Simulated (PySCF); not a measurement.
tellurium hexafluoride (F6Te), SMILES F[Te](F)(F)(F)(F)F.

The structure is a stationary point at r2SCAN-D4/def2-SVP. The def2 effective core potentials stand for the cores of Te; spin–orbit coupling is left out.

Method: PySCF with ωB97X/def2-TZVP.

Gas-phase values at a fixed geometry.

The total energy is -867.28987 hartree and the point group comes out as Oh. The highest occupied level is -15.43 eV. The lowest empty level is -2.99 eV. The orbital gap is 12.44 eV and the dipole moment is 0.00 D. The quadrupole, principal values (traceless, Buckingham form, about the centre of nuclear charge) is 0.00, 0.00, 0.00 D·Å and the mean static polarisability comes out as 38.3 bohr³ (5.67 Å³). The polarisability, principal values is 38.3, 38.3, 38.3 bohr³.
